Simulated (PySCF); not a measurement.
CH8Cl2NSi3 (doublet state).
Z-matrix (Å and degrees, GFN2-xTB geometry), rows numbered from 1:
```
Si
N   1  1.7518
Si  2  1.7479  1  118.90
Si  2  1.7335  1  120.44  3   172.21
C   4  1.8744  2  106.50  1    59.74
Cl  5  1.7009  4  120.70  2  -173.33
Cl  5  1.6993  4  123.23  2    19.61
H   1  1.4626  2  107.78  3    58.23
H   1  1.4600  2  108.01  3   178.63
H   1  1.4653  2  108.73  3   -61.58
H   3  1.4621  2  108.23  1  -143.30
H   3  1.4602  2  107.50  1   -23.45
H   3  1.4664  2  108.99  1    96.63
H   4  1.4638  2  108.58  1   179.74
H   4  1.4657  2  112.57  1   -57.14
```

The hyperfine couplings belong to this conformer and change with its torsions.

Identity: `N([SiH3])([SiH3])[SiH2][C](Cl)Cl` [radical].

Method: PySCF, UKS B3LYP, pcH-1 on C Cl H N Si, non-relativistic, mean-field spin-orbit, GIAO. Geometry: GFN2-xTB, one conformer, isolated molecule. The geometry wasn't refined by DFT: couplings that depend on bond lengths, twists or pyramidal angles can differ widely from those at the functional's own minimum. No stability test was run, so a lower SCF solution isn't excluded.

Principal values of hyperfine tensors in MHz (contact, dipolar and spin–orbit terms together), for some of the nuclei:

```
atom  isotope      A1      A2     A3
 H14       1H   51.17   52.68  58.93
 Si4     29Si   31.99   33.00  37.20
 H15       1H   18.60   19.28  27.25
 Cl7     35Cl  -22.11  -14.23  55.65
 Cl6     35Cl  -22.15  -14.43  54.52
  H9       1H   -1.15   -0.92   6.67
 Si3     29Si    0.37    0.86   0.90
 Si1     29Si   -1.14   -0.25   0.09
```

(1) Split each tensor into its isotropic and traceless parts, and turn a_iso into mT with g = 2.0101.

(2) What spin density at the nucleus of H15 lies behind its contact coupling (g_N = 5.58569)?

(3) C5 (13C, g_N = 1.40482) isn't in the table. Its spin density at the nucleus is 0.107 bohr⁻³. What is its contact coupling?

(4) In a single crystal, with the field along each principal axis of the tensor of H15 in turn, what first-order splitting does this nucleus give (isotropic g, quadrupole terms neglected)?

## Answers

(1) a_iso is a third of the trace, T = A − a_iso, and a(mT) = a(MHz)/(g × 13.996). The tensors hold a spin–orbit part: the run splits a_iso into a_FC + a_SO, and T includes its anisotropic share.

```
atom  a_iso (MHz)   a_FC   a_SO  a_iso (mT)      T1      T2     T3
 H14        54.26  54.26   0.00       1.929   -3.09   -1.58   4.67
 Si4        34.07  34.08  -0.01       1.211   -2.07   -1.06   3.13
 H15        21.71  21.70   0.01       0.772   -3.11   -2.43   5.54
 Cl7         6.44   6.22   0.21       0.229  -28.55  -20.67  49.22
 Cl6         5.98   5.76   0.22       0.213  -28.13  -20.41  48.54
  H9         1.53   1.53   0.00       0.054   -2.68   -2.46   5.13
 Si3         0.71   0.71   0.00       0.025   -0.34    0.15   0.19
 Si1        -0.43  -0.44   0.00      -0.015   -0.70    0.18   0.53
```

(2) a_FC = (2μ0/3) gₑ μB g_N μN ρ(0)/(2S·h) = 800.24 MHz × g_N × ρ(0)/(2S), with ρ in bohr⁻³. With a_FC = 21.70 MHz and 2S = 1, ρ(0) = 0.004856 bohr⁻³. In magnitude that is 1.5 % of the 1/π = 0.318 of a free hydrogen atom.

(3) By the same relation, a_FC = 120.3 MHz. The spin–orbit term adds +0.96 MHz. Its full tensor has the principal values 46.50, 46.75, 270.40 MHz.

(4) 2 lines (I = 1/2), spaced by |A_i|/(g × 13.996): 0.66, 0.69, 0.97 mT along the axes of A1, A2 and A3.
